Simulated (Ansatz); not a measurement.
Geometry optimisation, RKS revPBE-D4/6-31G* (Ansatz).

Input file:

```yaml
crystal:
  periodic: [false, false, false]
  atoms:
    - { symbol: C, position_ang: [-1.3633, -0.0737, 1.4265] }
    - { symbol: C, position_ang: [-0.1971, 0.0094, 0.547] }
    - { symbol: F, position_ang: [0.9619, 0.1394, 1.1419] }
    - { symbol: "N", position_ang: [-0.2195, -0.0602, -0.7393] }
    - { symbol: Si, position_ang: [1.1869, -0.0194, -1.6543] }
    - { symbol: H, position_ang: [-2.0736, 0.8173, 1.1536] }
    - { symbol: H, position_ang: [-1.0895, 0.0575, 2.467] }
    - { symbol: H, position_ang: [-1.9007, -0.9563, 1.2528] }
    - { symbol: H, position_ang: [1.8612, 1.2966, -1.3204] }
    - { symbol: H, position_ang: [0.8685, -0.1199, -3.0557] }
    - { symbol: H, position_ang: [-0.81305, -0.45948, -1.4942] }
basis:
  gaussian: { orbitals: "6-31G*" }
hamiltonian:
  xc: revpbe
  dispersion: d4
relax:
  f_tol: 0.02
  max_steps: 50
```

Launched with:

```bash
$ ansatz run input.yaml --threads 2 --pin off --max-ram 3072MiB --backend cpu --events-out ev --progress --plain --runs-dir out
```

**Question.** Where does it end, and by what steps?

**Answer.** The run converged. After 18 steps the energy has fallen by 1.821 eV; F3 moved furthest, 0.82 Å.

| step | energy less start (eV) | largest force component (eV/Å) | accepted |
| --- | --- | --- | --- |
| 0 | 0.0000 | 5.394 | yes |
| 1 | -1.1014 | 2.813 | yes |
| 2 | -1.6343 | 0.984 | yes |
| 3 | -1.7295 | 1.002 | yes |
| 4 | -1.7162 | 1.076 | no |
| 5 | -1.7693 | 0.092 | yes |
| 6 | -1.7794 | 0.064 | yes |
| 7 | -1.7842 | 0.341 | yes |
| 8 | -1.7943 | 0.175 | yes |
| 9 | -1.8119 | 0.128 | yes |
| 10 | -1.7227 | 1.328 | no |
| 11 | -1.8173 | 0.135 | yes |
| 12 | -1.8174 | 0.195 | yes |
| 13 | -1.8199 | 0.076 | yes |
| 14 | -1.8204 | 0.037 | yes |
| 15 | -1.8210 | 0.031 | yes |
| 16 | -1.8211 | 0.027 | yes |
| 17 | -1.8211 | 0.024 | yes |
| 18 | -1.8211 | 0.010 | yes |

```xyz
11
Properties=species:S:1:pos:R:3
C -1.438 -0.055 1.379
C -0.255 0.205 0.507
F 0.722 0.921 1.084
N -0.036 -0.208 -0.707
Si 1.562 -0.280 -1.779
H -1.872 0.899 1.728
H -1.134 -0.625 2.277
H -2.211 -0.624 0.842
H 1.966 1.164 -1.485
H 0.729 -0.003 -3.040
H -0.812 -0.762 -1.082
```

The run took 27 s on 2 threads of Intel(R) Xeon(R) Platinum 8488C (Sapphire Rapids) (shared host), peak memory 0.16 GiB.
